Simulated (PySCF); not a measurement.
Species: `C[C@@H](F)[C@@H]1CC[Si@H]1C#N`. The columns A, B, C and D hold Mulliken, IAO, Hirshfeld and ESP-fitted charges (e) of one PBE0/pcSseg-1 density (PySCF), in a shuffled order. Coordinates in Å (GFN2-xTB); the density's dipole moment is (3.24, 1.31, -0.15) D.

```
atom       x       y       z       A       B       C       D
  C1   2.162  -0.496  -1.358  -0.317  -0.235  -0.435  -0.125
  C2   0.948  -1.049  -0.627  +0.295  +0.160  +0.190  +0.065
  F3   1.362  -1.555   0.601  -0.266  -0.343  -0.344  -0.112
  C4  -0.142  -0.020  -0.383  -0.228  -0.564  -0.387  -0.116
  C5   0.272   1.197   0.477  +0.070  -0.184  -0.260  -0.072
  C6  -0.950   1.293   1.414  -0.378  -0.511  -0.533  -0.153
 Si7  -1.521  -0.452   0.888  +0.451  +0.893  +0.870  +0.407
  C8  -3.225  -0.570   0.134  +0.131  -0.204  -0.156  -0.037
  N9  -4.272  -0.644  -0.326  -0.375  -0.205  -0.195  -0.200
 H10   2.932  -1.261  -1.431  +0.108  +0.131  +0.155  +0.048
 H11   1.874  -0.184  -2.357  +0.089  +0.115  +0.149  +0.050
 H12   2.570   0.358  -0.822  +0.076  +0.123  +0.146  +0.045
 H13   0.538  -1.913  -1.167  +0.017  +0.113  +0.135  +0.040
 H14  -0.526   0.293  -1.356  +0.091  +0.156  +0.154  +0.046
 H15   1.167   0.961   1.051  +0.058  +0.137  +0.144  +0.039
 H16   0.458   2.103  -0.099  +0.020  +0.138  +0.142  +0.042
 H17  -1.629   2.092   1.120  +0.117  +0.157  +0.159  +0.045
 H18  -0.693   1.451   2.458  +0.099  +0.150  +0.153  +0.042
 H19  -1.334  -1.594   1.774  -0.060  -0.026  -0.087  -0.054
```

Q: Which column most likely holds the ESP-fitted charges?

A: A. Σ q r misses the density's dipole by 0.03 D (A), 0.59 D (B), 1.17 D (D), 1.79 D (C). Charges fitted to the outside potential are the only set here that is tied to the molecule's multipoles.

Q: And the Hirshfeld charges?

A: D. The mean sizes are 0.091 e (D), 0.171 e (A), 0.239 e (B), 0.252 e (C), and Hirshfeld charges are commonly the smallest of these schemes.

As computed, A = ESP-fitted, B = Mulliken, C = IAO, D = Hirshfeld. Hydrogens on carbon: ESP-fitted +0.02 to +0.12, Mulliken +0.11 to +0.16, IAO +0.13 to +0.16, Hirshfeld +0.04 to +0.05 e.

The ESP scheme fits charges at the nuclei, held to the total charge, to the electrostatic potential on points at 1.4 to 2.0 times the van der Waals radii. The Mulliken scheme counts on each atom the diagonal of the density matrix times the overlap matrix over that atom's basis functions.

Isolated species at its GFN2-xTB geometry (one conformer only).

These values come from a run that also computed NMR shieldings. On Arm Neoverse N1, one thread, no GPU, shared host with 64 logical CPUs at a one-minute load of 59, this took 88 s wall (with the writing of density and orbital grids) and 0.94 GiB of memory at its peak.

The values belong to the conformer `[CH3:1][C@@H:2]([F:3])[C@@H:4]1[CH2:5][CH2:6][Si@H:7]1[C:8]#[N:9]`: C1–C2–C4–C5 -60°.
